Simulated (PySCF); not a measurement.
Numbering as in the mapped SMILES `[CH2:1]=[N:2][Si@:3]([NH2:4])([PH2:5])[NH:6][CH3:7]`; H(Xn) means a hydrogen on atom n. Ha(C1) is cis to Si3; Hb(C1) is trans to Si3.

- σ from GIAO-PBE0/pcSseg-1
- GFN2-xTB structure
- run in PySCF 2.14.0 with density-fitted response routines
- non-relativistic, gas phase, one averaged value for each set of equivalent atoms, single conformer

δ = σ(ref) − σ, references computed at the same level: TMS for 13C (σref 186.93) and 1H (σref 31.72) and 29Si (σref 349.16); 15N (σref 267.73) against NH3; 31P (σref 318.38) against H3PO4.

| atoms | nucleus | count | Hirshfeld charge | δ (ppm) |
| --- | --- | --- | --- | --- |
| H(C7) | 1H | 3 | 0.04 | 2.65 |
| N4 | 15N | 1 | -0.32 | 31.6 |
| Hb(C1) | 1H | 1 | 0.05 | 8.39 |
| Si3 | 29Si | 1 | 0.41 | -6.7 |
| H(N4) | 1H | 2 | 0.11 | ? |
| N6 | 15N | 1 | -0.25 | 47.6 |
| C1 | 13C | 1 | 0.02 | 170.7 |
| H(P5) | 1H | 2 | -0.01 | ? |
| N2 | 15N | 1 | -0.25 | ? |
| C7 | 13C | 1 | -0.07 | 32.3 |
| H(N6) | 1H | 1 | 0.11 | 0.60 |
| Ha(C1) | 1H | 1 | 0.03 | 8.47 |
| P5 | 31P | 1 | -0.04 | ? |

Q: Complete the table.

A: 
- H(N4): 0.87 ppm, hydrogen on a nitrogen bonded to Si; exchangeable; this is the value without hydrogen bonding to other molecules
- H(P5): 0.81 ppm, hydrogen on a phosphorus bonded to Si
- N2: 432.2 ppm, imine nitrogen
- P5: -304.9 ppm, phosphorus bonded to Si, 2 H

The OH or NH signal is concentration- and solvent-dependent in practice; the value given is the gas-phase one. Shifts are as computed. Against solution values, carbons near 30 ppm lie about +3 ppm off and those near 130 ppm about +5 ppm. Of 1309 compounds with measured shifts, 239 miss one by over three times the rms of a fit or turn the order of signals round; such compounds aren't used in these exercises. Experimental scales use liquid or dissolved standards, which lie at an offset from isolated NH3 (liquid NH3: subtract about 20 ppm) and H3PO4. Unscaled 15N shifts of sp2 nitrogen come out 20 to 40 ppm too high even then.
